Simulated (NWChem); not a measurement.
System: ZrO2; SMILES [O]=[Zr]=[O]

Program: NWChem. All runs use the structure optimised with PBE0/def2-SVP. def2 effective core potentials on Zr; no spin-orbit coupling.

Q: Estimate the computed values for B3LYP/def2-SVP. Quantities: highest occupied level (eV); orbital gap (eV); dipole (D).

A: 
| Quantity | Value |
|---|---|
| highest occupied level (eV) | -6.39 |
| orbital gap (eV) | 3.21 |
| dipole (D) | 7.62 |
